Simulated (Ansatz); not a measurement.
Two structures of BSiH₇O₂, singlet, reached by relaxing down either side of one saddle point (PBE0-D4/def2-TZVP). Energies are electronic, without zero-point energy. Ansatz 0.2.0; basis: def2-TZVPP and def2-QZVPP; cores frozen in the correlated methods. Extrapolation: Hartree–Fock as exp(−7.88 √X), correlation as X^−2.97. First:

```
atom    x (Å)    y (Å)    z (Å)
  B1  -0.6844   0.0555  -0.8051
 Si2   1.1672  -0.7700  -0.6113
  O3  -1.3067  -0.0564  -2.0062
  O4  -1.3372   0.7135   0.1965
  H5   0.4017   0.7551   2.7944
  H6  -0.1826   1.1333   3.0688
  H7   2.1345  -0.1643  -1.5667
  H8   1.6968  -0.5497   0.7677
  H9   1.1346  -2.2386  -0.8512
 H10  -2.1758   0.3617  -2.0078
 H11  -0.8480   0.7601   1.0209
```

Second:

B1  (-1.842, 0.910, 0.108)
Si2  (1.830, -0.910, -0.036)
O3  (-0.666, 1.104, -0.560)
O4  (-2.034, -0.240, 0.790)
H5  (1.901, 0.213, 0.929)
H6  (-2.713, 1.733, 0.109)
H7  (1.904, -0.415, -1.431)
H8  (2.957, -1.846, 0.216)
H9  (0.561, -1.662, 0.162)
H10  (-0.620, 1.949, -1.011)
H11  (-1.278, -0.835, 0.726)
(Å)

(1) Which bonds change from the first to the second?

(2) Give the saddle point's structure and its height above each. (Judge from chemistry; the value comes from the calculation.)

No T1 diagnostic of these runs exceeds 0.014.

Answers

(1) BSiH₅O₂ ([OH][B]([OH])[SiH3]) + H₂ → BH₃O₂ ([OH][BH][OH]) + SiH₄; bonds formed: B1–H6, Si2–H5; bonds broken: B1–Si2, H5–H6.

(2) Computed: 48.44 kcal/mol above the first and 60.03 kcal/mol above the second (CCSD(T) at an estimated basis limit (MP2 extrapolated from triple and quadruple zeta, plus CCSD(T) − MP2 in triple zeta)).
B1  (-0.578, 0.476, 0.131)
Si2  (1.258, -0.702, -0.100)
O3  (-0.758, 1.000, -1.164)
O4  (-1.532, -0.295, 0.828)
H5  (0.461, 0.846, 0.789)
H6  (-0.324, 1.469, 1.009)
H7  (2.336, -0.098, -0.924)
H8  (1.841, -1.257, 1.153)
H9  (0.603, -1.808, -0.853)
H10  (-1.583, 1.485, -1.237)
H11  (-1.723, -1.115, 0.367)
(Å)

Labels in which every atom is bracketed show which atoms are joined, not bond orders.

For scale, one of the runs: CCSD(T)/def2-TZVPP, 233 basis functions, launched by `ansatz run in.yaml --threads 4 --pin off --events-out ev --progress --plain --max-ram 9574MiB`. The run took 78 s on 4 CPU threads of an Arm Neoverse V2 (shared host), with 4.2 GiB of host memory at its peak.
